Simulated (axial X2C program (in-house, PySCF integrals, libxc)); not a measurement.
# VSi: cheaper levels and CCSD(T), two-component

All values were computed with an in-house all-electron X2C program for linear molecules (integrals from PySCF). Two-component (2c) means X2C with spin–orbit coupling and atomic mean-field two-electron Coulomb and Gaunt terms. Basis: V dyall-cv3z [10s10p6d4f2g], Si dyall-v3z [8s7p2d1f] (cores contracted in-house); Gaussian nuclei, density fitting, unrestricted open shells. Masses: V 50.944 u, Si 27.977 u.

State: Ω = 5/2 (⟨Sz⟩ = 2.50, ⟨Lz⟩ = 0.00 at HF); fragments V + Si.

| level | Re (Å) | ωe (cm⁻¹) |
| --- | --- | --- |
| PBE0 | 2.373 | 379.0 |
| HF | 2.614 | 275.5 |
| CCSD | 2.421 | 337.5 |

Correlated methods: 9 electrons correlated (number of frozen shells: V 3 s, 2 p; Si 2 s, 1 p), 251 virtual spin orbitals or spinors in MP2, 90 natural virtuals in coupled cluster.

CCSD(T), same Hamiltonian and basis:

Re = 2.405 Å, ωe = 349.9 cm⁻¹; T1 = 0.094 (Lee–Taylor normalisation).

Problem. Give the differences from CCSD(T) in the columns below.

Solution. 

```
level  ΔRe (Å)  Δωe (cm⁻¹)
 PBE0   -0.032          29
   HF    0.209         -74
 CCSD    0.016         -12
```

The state is a single determinant with fixed occupations, the lowest that a limited PBE0 search found. De is not given where an atomic determinant may have missed its ground term or J level, or where the truncated virtual space spoils (T). Density functionals use the spin component along the axis (collinear). Coupled cluster ran in a truncated set of natural virtual spinors; the MP2 energy of the rest was added. (T) has no such correction and the atoms are truncated less, which lowers De at CCSD(T) by a hundredth of an eV or more. Other states lie close and PBE0, whose exact exchange favours high spin, may order them wrongly; the determinant shown need not be the ground state. The nearest other 2c determinant of the search, Ω = 9/2, lies 0.37 eV up at the distance of the search. Without a current term, density functionals place determinants with orbital angular momentum somewhat too high. With several unpaired electrons one determinant need not be a pure state. The outer-core s and p shells of the metal are frozen in the correlated rows, which leaves out core–valence correlation; for alkali and alkaline-earth bonds that tends to lengthen them. This is the top spin component of a Σ state; components of lower Ω are not single determinants and can lie lower. The determinant is spin-polarised beyond a pure state at some levels (its spin-free form has ⟨S²⟩ too high), which makes Re and μ there less reliable. The T1 diagnostic is large, a sign of multireference character.
